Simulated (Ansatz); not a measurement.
Zr₃O₇H₂. Charge 0, multiplicity 1. Geometry PBE0-D4/def2-SVP.

```
atom   x (Å)   y (Å)   z (Å)
 Zr1  -1.647   0.685   1.094
 Zr2   1.116   0.548  -0.460
 Zr3  -0.806  -1.816  -0.580
  O4  -2.572   1.044   2.537
  O5   0.126  -0.719   0.836
  O6   0.114   1.954   0.765
  O7   3.017   0.829  -0.575
  O8  -0.539   1.830  -0.554
  O9  -2.362  -0.844  -0.099
 O10   0.382  -0.759  -1.738
 H11   3.955   0.969  -0.701
 H12  -0.784  -3.722  -0.526
```

In the def2 sets Zr takes a core potential; there is no spin–orbit coupling. The structure holds one bond between oxygen atoms, so isomers without such links may lie far lower. The structure comes from a short search, and lower isomers may exist.

Problem. Estimate the orbital energies around the gap (eV) in Ansatz with PBE-D4/def2-TZVP, PBE-D4/def2-TZVPD, B97M-V/def2-TZVP, B97M-V/def2-TZVPD, PBE0-D4/def2-TZVP.

Solution. 
```tsv
orbital	PBE-D4/def2-TZVP	PBE-D4/def2-TZVPD	B97M-V/def2-TZVP	B97M-V/def2-TZVPD	PBE0-D4/def2-TZVP
HOMO−13	-9.58	-9.58	-10.03	-10.03	-11.23
HOMO−12	-9.32	-9.32	-9.74	-9.73	-10.94
HOMO−11	-9.02	-9.03	-9.45	-9.46	-10.68
HOMO−10	-8.89	-8.89	-9.29	-9.29	-10.49
HOMO−9	-8.62	-8.63	-9.06	-9.07	-10.26
HOMO−8	-8.46	-8.48	-8.90	-8.91	-10.10
HOMO−7	-8.31	-8.32	-8.73	-8.73	-9.89
HOMO−6	-8.08	-8.09	-8.50	-8.50	-9.63
HOMO−5	-7.77	-7.77	-8.18	-8.18	-9.31
HOMO−4	-7.23	-7.24	-7.66	-7.66	-8.82
HOMO−3	-6.99	-6.99	-7.27	-7.27	-8.42
HOMO−2	-6.84	-6.84	-7.13	-7.13	-8.29
HOMO−1	-6.59	-6.59	-6.98	-6.98	-8.09
HOMO	-6.44	-6.44	-6.83	-6.83	-7.85
LUMO	-2.96	-2.97	-2.89	-2.89	-2.13
LUMO+1	-2.76	-2.76	-2.62	-2.62	-1.88
LUMO+2	-2.65	-2.65	-2.50	-2.50	-1.76
LUMO+3	-2.34	-2.34	-2.17	-2.17	-1.39
LUMO+4	-2.14	-2.15	-1.83	-1.83	-1.12
LUMO+5	-1.96	-1.96	-1.69	-1.70	-0.91
```
